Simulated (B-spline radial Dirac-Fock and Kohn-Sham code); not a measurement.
**Auger decay of the 3s hole in Kr²⁺**

System: Kr²⁺, [Ar] 3d10 4s2 4p4.

The run's input, task.json:

```json
{"items": [{
  "Z": 36,
  "q": 2,
  "cfg": [[1, 0, 2], [2, 0, 2], [2, 1, 6], [3, 0, 2], [3, 1, 6], [3, 2, 10], [4, 0, 2], [4, 1, 4]],
  "A": 84,
  "rrms": 4.1884,
  "do": ["binding", "quiet", "decay"],
  "holes": ["K", "L1", "L2", "L3", "M1", "M2", "M3", "M4", "M5", "N1"]
}]}
```

Run with: `python xray_run.py task.json out`

Level of theory: a relativistic independent-particle model: LDA orbitals of the hole state, radiative multipoles to third order, Auger rates from the Coulomb interaction with a continuum orbital, Dirac-Fock energies; a B-spline atomic structure program. Kinetic energies are configuration averages from the vacuum level; the two-hole energies are estimated from single-hole states.

```csv
transition,kinetic energy (eV),width (meV),share (%)
M1-M2N1,0.75,493,9.5
M1-M3N1,–,891,17.3
M1-M2N2,19.03,282,5.5
M1-M2N3,19.87,634,12.3
M1-M3N2,–,595,11.5
M1-M3N3,–,998,19.3
M1-M4M4,51.88,55.6,1.1
M1-M4M5,52.66,78.4,1.5
M1-M5M5,54.28,97.3,1.9
M1-M4N1,132.4,332,6.4
M1-M5N1,133.6,493,9.5
M1-M4N2,150.7,32.0,0.6
M1-M4N3,151.5,31.8,0.6
M1-M5N3,152.8,71.7,1.4
M1-N1N1,201.8,16.2,0.3
M1-N1N3,222.0,28.0,0.5
```

A dash stands for an energy that rests on an unreliable hole state.

Coster-Kronig rates are the weakest part of this model and often come out 1.5 to 2.5 times too large. Channels within a few eV of threshold rest on estimated energies and may be closed in reality. The listed channels hold 99 % of the non-radiative rate. Summed by principal shells, of 5.16 eV in all: MMN 94.3 %, MMM 4.5 %, MNN 1.2 %.

Values without a named source are computed, but for edge energies of neutral atoms, which are taken from tables.
